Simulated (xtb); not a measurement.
C$_{6}$H$_{15}$N$_{2}$, doublet, from a rough starting geometry; GFN2-xTB in xtb.

Here is a job for xtb.
```
$ xtb mol.xyz --gfn 2 --uhf 1 --opt vtight --json

# file mol.xyz
23

C      2.33849486     0.86040632    -1.27286811
N      1.58812009     0.12664442    -0.28158622
C      2.19523533    -1.02728861     0.27346245
C      0.69098479     0.93893249     0.59485688
C     -0.48404599     0.20651295     1.05854382
N     -1.58616593     0.33492297     0.00238345
C     -1.36912251    -0.45246392    -1.17579105
C     -2.83939601    -0.03549700     0.49330124
H      2.11114507     1.92488875    -1.46949322
H      3.26571029     0.36165946    -1.66332726
H      3.01732649    -1.27160468    -0.25695853
H      1.50044602    -1.82366625     0.21226704
H      2.43109699    -0.91571975     1.35580683
H      0.41503595     1.85819440     0.06129175
H      1.29648780     1.19479739     1.48881880
H     -0.84364077     0.67654314     1.86951193
H     -0.36480137    -0.86019922     1.25418833
H     -0.29757561    -0.23644060    -1.56297094
H     -2.04798949    -0.22417998    -1.96599746
H     -1.36716164    -1.53100798    -1.00503916
H     -3.72046445     0.13949313    -0.18666876
H     -2.99942396    -1.06311736     0.91263323
H     -3.08407079     0.71757498     1.40143017
```

Question: What does xtb print? Leave out banner, timings and long lists.

Answer: 
```
   ID    Z sym.   atoms
    1    6 C      1, 3-5, 7, 8
    2    7 N      2, 6
    3    1 H      9-23

           -------------------------------------------------
          |                Calculation Setup                |
           -------------------------------------------------

           -------------------------------------------------
          |                 G F N 2 - x T B                 |
           -------------------------------------------------

          ...................................................
          :                      SETUP                      :
          :.................................................:
          :  # basis functions                  47          :
          :  # atomic orbitals                  47          :
          :  # shells                           31          :
          :  # electrons                        49          :
          :  max. iterations                   250          :
          :  Hamiltonian                  GFN2-xTB          :
          :  restarted?                      false          :
          :  GBSA solvation                  false          :
          :  PC potential                    false          :
          :  electronic temp.          300.0000000     K    :
          :  accuracy                    1.0000000          :
          :  -> integral cutoff          0.2500000E+02      :
          :  -> integral neglect         0.1000000E-07      :
          :  -> SCF convergence          0.1000000E-05 Eh   :
          :  -> wf. convergence          0.1000000E-03 e    :
          :  Broyden damping             0.4000000          :
          :  net charge                          0          :
          :  unpaired electrons                  1          :
          ...................................................

 iter      E             dE          RMSdq      gap      omega  full diag
   1    -26.4903569 -0.264904E+02  0.275E+00    6.65       0.0  T
   2    -26.5537047 -0.633478E-01  0.194E+00    5.77       1.0  T
   3    -26.5619979 -0.829317E-02  0.106E+00    6.32       1.0  T
   4    -26.5625940 -0.596068E-03  0.279E-01    6.17       1.0  T
   5    -26.5629279 -0.333911E-03  0.558E-02    6.22       1.0  T
   6    -26.5629287 -0.879135E-06  0.263E-02    6.22       1.0  T
   7    -26.5629301 -0.133858E-05  0.329E-03    6.22       6.3  T
   8    -26.5629301 -0.358425E-07  0.119E-03    6.22      17.5  T
   9    -26.5629301 -0.360890E-08  0.282E-04    6.22      74.0  T
  10    -26.5629301 -0.338694E-09  0.966E-05    6.22     215.8  T

   *** convergence criteria satisfied after 10 iterations ***

         :::::::::::::::::::::::::::::::::::::::::::::::::::::
         ::                     SUMMARY                     ::
         :::::::::::::::::::::::::::::::::::::::::::::::::::::
         :: total energy             -26.217202441492 Eh    ::
         :: gradient norm              0.218863173336 Eh/a0 ::
         :: HOMO-LUMO gap              6.221979852452 eV    ::
         ::.................................................::
         :: SCC energy               -26.562838111943 Eh    ::
         :: -> isotropic ES            0.011575587714 Eh    ::
         :: -> anisotropic ES          0.008955852557 Eh    ::
         :: -> anisotropic XC          0.020952780277 Eh    ::
         :: -> dispersion             -0.015971727856 Eh    ::
         :: repulsion energy           0.345635670451 Eh    ::
         :: add. restraining           0.000000000000 Eh    ::
         :: total charge              -0.000000000000 e     ::
         :::::::::::::::::::::::::::::::::::::::::::::::::::::

      -----------------------------------------------------------
     |                   =====================                   |
     |                        A N C O P T                        |
     |                   =====================                   |
     |               Approximate Normal Coordinate               |
     |                Rational Function Optimizer                |
      -----------------------------------------------------------
      -----------------------------------------------------------
     |                   =====================                   |
     |                        A N C O P T                        |
     |                   =====================                   |
     |               Approximate Normal Coordinate               |
     |                Rational Function Optimizer                |
      -----------------------------------------------------------

          ...................................................
          :                      SETUP                      :
          :.................................................:
          :   optimization level         verytight          :
          :   max. optcycles                   460          :
          :   ANC micro-cycles                  20          :
          :   degrees of freedom                63          :
          :.................................................:
          :   RF solver                   davidson          :
          :   write xtbopt.log                true          :
          :   linear?                        false          :
          :   energy convergence         0.1000000E-06 Eh   :
          :   grad. convergence          0.2000000E-03 Eh/α :
          :   maxmium RF displ.          1.0000000          :
          :   Hlow (freq-cutoff)         0.1000000E-01      :
          :   Hmax (freq-cutoff)         5.0000000          :
          :   S6 in model hess.         20.0000000          :
          ...................................................

generating ANC from exact Hessian ...
Using Lindh-Hessian (1995)
 Shifting diagonal of input Hessian by    8.8249093383570391E-003
 Lowest  eigenvalues of input Hessian
    0.000000    0.000000    0.000000    0.000000    0.000000    0.000000
[...]
 * total energy  :   -26.2606668 Eh     change       -0.1987875E-06 Eh
 * total energy  :   -26.2606670 Eh     change       -0.1878206E-06 Eh
 * total energy  :   -26.2606672 Eh     change       -0.1767275E-06 Eh
 * total energy  :   -26.2606674 Eh     change       -0.1688629E-06 Eh
 * total energy  :   -26.2606675 Eh     change       -0.1596154E-06 Eh
 * total energy  :   -26.2606677 Eh     change       -0.1528967E-06 Eh
 * total energy  :   -26.2606678 Eh     change       -0.1440302E-06 Eh
 * total energy  :   -26.2606680 Eh     change       -0.1373749E-06 Eh
 * total energy  :   -26.2606681 Eh     change       -0.1291468E-06 Eh
 * total energy  :   -26.2606682 Eh     change       -0.1225404E-06 Eh
 * total energy  :   -26.2606683 Eh     change       -0.1150930E-06 Eh
 * total energy  :   -26.2606683 Eh     change       -0.9720296E-09 Eh
   *** GEOMETRY OPTIMIZATION CONVERGED AFTER 68 ITERATIONS ***
         :: total energy             -26.260668327893 Eh    ::
[...]
        17        2.0000           -0.4647293             -12.6459
        18        2.0000           -0.4528974             -12.3240
        19        2.0000           -0.4510881             -12.2747
        20        2.0000           -0.4460009             -12.1363
        21        2.0000           -0.4440500             -12.0832
        22        2.0000           -0.4326611             -11.7733
        23        2.0000           -0.3968778             -10.7996
        24        2.0000           -0.3464355              -9.4270
        25        1.0000           -0.2496072              -6.7922 (HOMO)
        26                          0.0262123               0.7133 (LUMO)
        27                          0.0371901               1.0120
        28                          0.0865627               2.3555
        29                          0.1030210               2.8033
        30                          0.1101958               2.9986
        31                          0.1129748               3.0742
        32                          0.1399510               3.8083
        33                          0.1423602               3.8738
        34                          0.1555722               4.2333
        35                          0.1725879               4.6964
        36                          0.1814236               4.9368
       ...                                ...                  ...
        47                          0.3668746               9.9832
      -------------------------------------------------------------
                  HL-Gap            0.2758194 Eh            7.5054 eV
             Fermi-level           -0.2048594 Eh           -5.5745 eV

     #   Z          covCN         q      C6AA      α(0)
     1   6 C        2.788    -0.127    31.217     9.152
     2   7 N        2.726    -0.071    22.614     7.063
     3   6 C        3.705    -0.039    21.417     6.616
     4   6 C        3.752    -0.006    20.745     6.495
     5   6 C        3.761     0.006    20.517     6.457
     6   7 N        2.724    -0.174    24.756     7.390
     7   6 C        3.715    -0.035    21.334     6.599
     8   6 C        3.717    -0.031    21.254     6.586
     9   1 H        0.926     0.012     2.858     2.644
    10   1 H        0.926     0.011     2.879     2.654
    11   1 H        0.925     0.053     2.287     2.365
    12   1 H        0.925     0.041     2.433     2.439
    13   1 H        0.923     0.031     2.566     2.505
    14   1 H        0.924     0.065     2.142     2.289
    15   1 H        0.923     0.029     2.599     2.521
    16   1 H        0.924     0.035     2.513     2.479
    17   1 H        0.923     0.014     2.833     2.632
    18   1 H        0.925     0.056     2.251     2.346
    19   1 H        0.925     0.036     2.504     2.475
    20   1 H        0.923     0.008     2.924     2.674
    21   1 H        0.925     0.041     2.435     2.440
    22   1 H        0.923     0.010     2.888     2.658
    23   1 H        0.925     0.035     2.516     2.480

 Mol. C6AA /au·bohr⁶  :       3869.398280
 Mol. C8AA /au·bohr⁸  :      79692.616978
 Mol. α(0) /au        :         93.959230

Wiberg/Mayer (AO) data.
largest (>0.10) Wiberg bond orders for each atom

 ---------------------------------------------------------------------------
     #   Z sym  total        # sym  WBO       # sym  WBO       # sym  WBO
 ---------------------------------------------------------------------------
     1   6 C    3.369 --     2 N    1.328    10 H    0.981     9 H    0.980
     2   7 N    3.406 --     1 C    1.328     3 C    1.016     4 C    1.005
     3   6 C    3.983 --     2 N    1.016    11 H    0.981    12 H    0.978
                            13 H    0.969
     4   6 C    3.982 --     2 N    1.005     5 C    0.989    14 H    0.969
                            15 H    0.963
     5   6 C    3.990 --     6 N    1.007     4 C    0.989    16 H    0.973
                            17 H    0.959
     6   7 N    3.123 --     8 C    1.017     7 C    1.015     5 C    1.007
     7   6 C    3.985 --     6 N    1.015    19 H    0.983    18 H    0.977
                            20 H    0.973
     8   6 C    3.987 --     6 N    1.017    23 H    0.982    21 H    0.982
                            22 H    0.974
     9   1 H    1.000 --     1 C    0.980
    10   1 H    1.000 --     1 C    0.981
    11   1 H    0.997 --     3 C    0.981
    12   1 H    0.998 --     3 C    0.978
    13   1 H    0.999 --     3 C    0.969
    14   1 H    0.996 --     4 C    0.969
    15   1 H    0.999 --     4 C    0.963
    16   1 H    0.998 --     5 C    0.973
    17   1 H    1.000 --     5 C    0.959
    18   1 H    0.997 --     7 C    0.977
    19   1 H    0.999 --     7 C    0.983
    20   1 H    1.000 --     7 C    0.973
    21   1 H    0.998 --     8 C    0.982
    22   1 H    1.000 --     8 C    0.974
    23   1 H    0.999 --     8 C    0.982
 ---------------------------------------------------------------------------

Topologies differ in total number of bonds
Writing topology from bond orders to xtbtopo.mol

molecular dipole:
                 x           y           z       tot (Debye)
 q only:       -0.144      -0.225       0.421
   full:       -0.182      -0.568       0.551       2.064
molecular quadrupole (traceless):
                xx          xy          yy          xz          yz          zz
 q only:       -0.097      -2.287      -0.132       2.078       1.038       0.230
  q+dip:       -0.987      -1.827      -0.032       2.323       1.070       1.020
   full:       -0.524      -1.821      -0.635       2.120       1.176       1.160

optimized geometry written to: xtbopt.xyz

           -------------------------------------------------
          | TOTAL ENERGY              -26.260668327893 Eh   |
          | GRADIENT NORM               0.000025470106 Eh/α |
          | HOMO-LUMO GAP               7.505428808276 eV   |
           -------------------------------------------------
```
